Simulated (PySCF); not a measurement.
Compound: C₇H₁₀FPSi.
Numbering: `[CH3:1][c:2]1[cH:3][c:4]([F:5])[p:6][c:7]([CH3:8])[c:9]1[SiH3:10]`

NICS = −σ at a ghost point: NICS(0) at the centroid of the ring atoms, NICS(1) 1 Å to either side along the normal of their mean plane, zz for the tensor component along that normal. Level: GIAO PBE0/pcSseg-1 (PySCF, non-relativistic, gas phase) on the GFN2-xTB geometry, one conformer.

Ring bond lengths (Å), with Mayer bond orders in brackets: C2–C3 1.389 (1.41), C3–C4 1.374 (1.41), C4–P6 1.733 (1.27), P6–C7 1.749 (1.31), C7–C9 1.392 (1.36), C9–C2 1.403 (1.37).

What do the NICS probes read (ppm)?

| ring | type | NICS(0) | NICS(1), two faces | NICS(1)zz, two faces | rms pucker (Å) | centre to ring atoms, mean (Å) |
| --- | --- | --- | --- | --- | --- | --- |
| C2–C3–C4–P6–C7–C9 | 6-membered ring with P; formal bonds all aromatic | -8.4 | -10.5 / -10.2 | -24.3 / -23.7 | 0.01 | 1.50 |

What can be read from them?

- C2–C3–C4–P6–C7–C9: mean NICS(1)zz -24.0 ppm, shielded.

And the bond-length index? Use HOMA with the parameters of Krygowski (1993).

- C2–C3–C4–P6–C7–C9: HOMA 0.91; the largest term is that of P6–C7, α(R − Ropt)² = 0.31.

What are the shieldings of the ring atoms and their hydrogens in the same run (means over atoms taken as equivalent)?

```csv
atoms,environment,σ isotropic (ppm),"principal values of the symmetric part, first atom (ppm)"
C2,substituted aromatic carbon,31.6,"-64.5, -3.6, 163.0"
C3,aromatic CH carbon,60.9,"-27.2, 61.6, 148.4"
C4,aromatic C–F carbon,-26.1,"-171.2, 20.0, 73.1"
P6,phosphorus bonded to 2 C,162.5,"-31.6, 40.1, 478.9"
C7,substituted aromatic carbon,-2.1,"-165.8, -8.0, 167.5"
C9,substituted aromatic carbon,49.9,"-37.3, 15.6, 171.3"
H on C3,aromatic hydrogen,24.20,"19.9, 23.6, 29.1"
```

Rough CPU time on one thread of a shared machine: about 3 min (with the writing of density and orbital grids). This is the whole shielding run at PBE0/pcSseg-1, SCF included.
